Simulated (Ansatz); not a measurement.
C2H4O2, charge +1, doublet, geometry from GFN2-xTB (a state made from the parent by changing its charge; the spin is typed, not shown lowest). Base run: CCSD/6-31G (Ansatz, a first-principles code).

Input for Ansatz:
Ansatz 0.2 input:
```yaml
crystal:
  periodic: [false, false, false]
  atoms:
    - {symbol: C, position_ang: [-1.42721550, -0.34477446, -0.06284575]}
    - {symbol: O, position_ang: [-0.10832509, -0.80332889, 0.05979256]}
    - {symbol: C, position_ang: [0.88366296, 0.03530489, -0.04001311]}
    - {symbol: O, position_ang: [0.96130834, 1.20784457, 0.09580546]}
    - {symbol: H, position_ang: [-1.80525534, -0.41698392, -1.09967017]}
    - {symbol: H, position_ang: [-2.03450360, -1.08161068, 0.49162085]}
    - {symbol: H, position_ang: [-1.53507051, 0.69186288, 0.28101196]}
    - {symbol: H, position_ang: [1.81227857, -0.57257630, -0.30059372]}
basis:
  gaussian:
    orbitals: 6-31G
total_charge: 1
magnetization: {spin_polarized: true, initial_magnetization: 1}
correlation: {method: ccsd}
```

Variants of this job, named by their change:

| change | ΔE vs base (kcal/mol) | MP2 correlation (Eh) | CC correlation without the perturbative part (Eh) | basis functions | core-seconds (rough) |
|---|---|---|---|---|---|
| base | 0.000 | -0.38128 | -0.41419 | 44 | 6 |
| electrons = outside_noble_gas | 0.000 | -0.38128 | -0.41419 | 44 | 6 |
| method = bccd | … | -0.38128 | -0.41154 | 44 | 9 |
| accuracy = high | -0.017 | -0.38129 | -0.41419 | 44 | 20 |
| fitting = cc-pVTZ-JKFIT (mean field), cc-pVTZ-RIFIT (correlation) | 0.022 | -0.38127 | -0.41418 | 44 | 7 |
| method = bccd_t | -7.77 | -0.38128 | -0.41154 | 44 | 7 |
| diis_vectors = 2 | 0.001 | -0.38128 | -0.41419 | 44 | 9 |
| method = mp2 | … | -0.38128 | - | 44 | 1 |
| method = ccsd_t | -7.65 | -0.38128 | -0.41419 | 44 | 8 |
| lower_state_search = off | 0.000 | -0.38128 | -0.41419 | 44 | 4 |

**Question.** Some entries are withheld; supply them.

**Answer.** 
- method = bccd, ΔE vs base (kcal/mol): 1.66
- method = mp2, ΔE vs base (kcal/mol): 20.65
